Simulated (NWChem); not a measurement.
System: SnBr₂, singlet; SMILES [Br][Sn][Br]

Computed with NWChem. Medium grid unless said otherwise, to which SCAN and Minnesota functionals are sensitive. Low-valent species are run as closed-shell singlets; no triplet was tried in these runs. The geometry was optimised at PBE0/def2-SVP. def2 effective core potentials on Sn; no spin-orbit coupling.

For level N12/def2-SVP:

```
Quantity                     Value
---------------------------  -----
highest occupied level (eV)  -6.34
orbital gap (eV)              2.79
dipole (D)                    2.89
```

### Question
What are these values for level r2SCAN0/def2-SVP?

### Answer
The highest occupied level (eV) is -7.85, the orbital gap (eV) is 4.63 and the dipole (D) is 3.20.
